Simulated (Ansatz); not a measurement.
A nudged elastic band was laid between two geometries of C3H7ClSi (12 atoms, charge 0, multiplicity 1).

All numbers below come from RKS PBE/6-31G (Ansatz 0.2.0).

```yaml
movable_images: 7
climbing_image: yes
spring: 5.0 eV/Å²
optimiser: quadratic models (default)
start_path: through a guess of the saddle point
force_threshold: 0.05 eV/Å
iteration_limit: 50
end_points: relaxed
```

Initial state:

```xyz
12
Properties=species:S:1:pos:R:3
Si -1.785 0.508 0.064
C -0.263 -0.450 -0.683
C 1.045 0.130 -0.219
C 1.878 -0.504 0.621
Cl 3.441 0.236 1.195
H -1.655 1.988 -0.231
H -1.839 0.311 1.563
H -3.075 -0.002 -0.549
H -0.346 -0.392 -1.785
H -0.357 -1.514 -0.402
H 1.308 1.131 -0.585
H 1.726 -1.497 1.045
```

Final state:

```xyz
12
Properties=species:S:1:pos:R:3
Si -1.786 0.505 0.043
C -0.182 -0.186 -0.818
C 1.062 0.169 -0.048
C 1.805 -0.733 0.611
Cl 3.288 -0.271 1.563
H -2.998 0.261 -0.836
H -1.644 1.995 0.272
H -1.998 -0.176 1.377
H -0.144 0.240 -1.838
H -0.294 -1.280 -0.922
H 1.349 1.227 -0.022
H 1.621 -1.807 0.654
```

Question: Which bonds break or form, and what moves?

Answer: No bond is made or broken. The dihedral H8–Si1–C2–C3 goes from 174 to -66°. The two ends are copies of one structure, up to a mirror image or an exchange of like atoms.

Question: Give the energies along the band, and the barrier.

Answer: The run converged. The highest image is number 4 of 0 to 8, 0.066 eV above the ends, which have the same energy within 2 meV. A vibrational analysis at the climbing image gives one clearly imaginary mode, 122i cm⁻¹: a first-order saddle point. Limits of this set-up: no polarisation functions.

```tsv
image	path coordinate (Å)	energy (eV)	dihedral H8–Si1–C2–C3 (°)
0	0.00	0.000	174
1	0.57	0.010	-172
2	1.14	0.032	-158
3	1.70	0.055	-142
4	2.27	0.066	-127
5	2.83	0.056	-111
6	3.40	0.033	-96
7	3.96	0.009	-81
8	4.52	0.000	-66
```

Question: What is the geometry of the highest image?

Answer: 
```xyz
12
Properties=species:S:1:pos:R:3
Si -1.817 0.528 0.025
C -0.203 -0.267 -0.745
C 1.063 0.167 -0.056
C 1.869 -0.687 0.594
Cl 3.391 -0.148 1.439
H -2.470 1.480 -0.960
H -1.482 1.298 1.282
H -2.820 -0.551 0.374
H -0.179 0.023 -1.812
H -0.315 -1.364 -0.708
H 1.322 1.231 -0.090
H 1.719 -1.763 0.692
```

Question: What are the harmonic wavenumbers there?

Answer: 122i, 82, 143, 230, 297, 383, 525, 579, 660, 732, 801, 854, 861, 894, 895, 943, 1056, 1149, 1200, 1264, 1305, 1458, 1654, 2103, 2128, 2142, 2997, 3060, 3126, 3190 cm⁻¹.

The band took 7 iterations and of the order of 2.7 core-minutes.

The run took 2.7 min on 1 CPU thread of a shared host.
